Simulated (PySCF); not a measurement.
**Adding and removing an electron: ZnF**

UHF-CCSD(T); Zn x2c-SVPall, F x2c-SVPall; spin-free X2C with a Gaussian nucleus (PySCF 2.14). Neutral (UHF): doublet (σ ↑), Re = 1.785 Å, ωe = 643 cm⁻¹, De = 2.62 eV.

ZnF⁺ (RHF): singlet (closed shell), Re = 1.733 Å, ωe = 705 cm⁻¹, De = 2.72 eV to Zn⁺ + F. The energies at the minima are -1893.91825 hartree for ZnF and -1893.59019 for ZnF⁺.

Problem. Work out the adiabatic ionisation energy, without and with harmonic zero-point energies (1 hartree = 27.2114 eV, 1 eV = 8065.5 cm⁻¹), and the change of the bond length.

Solution. At CCSD(T): 0.32806 hartree = 8.927 eV between the minima; the zero-point term (705.0 − 643.0)/2 cm⁻¹ = +0.004 eV makes it 8.931 eV. Re changes by -5.2 pm against the neutral. The electron leaves a σ orbital, and the shorter bond of the ion fits an antibonding orbital, or a change in how ionic the bond is.

Correlated steps freeze 6 core orbitals. Correlated levels converge slowly with the basis: in double zeta they bind strong bonds too weakly, by up to about 1 eV, and carry superposition errors of some tenths. For an ion De counts to the pair picked by the measured ionisation energies or electron affinities, which need not be the lowest pair at this level. Where the molecule has an RHF reference, its open-shell atoms are computed with UHF. The CCSD T1 diagnostic is raised in ZnF⁺, a sign that a single reference may not be enough there. States were picked by a PBE0 search and need not be the measured ground states.

Neutral and ion stand on different kinds of reference determinant, which adds to the error of the difference.
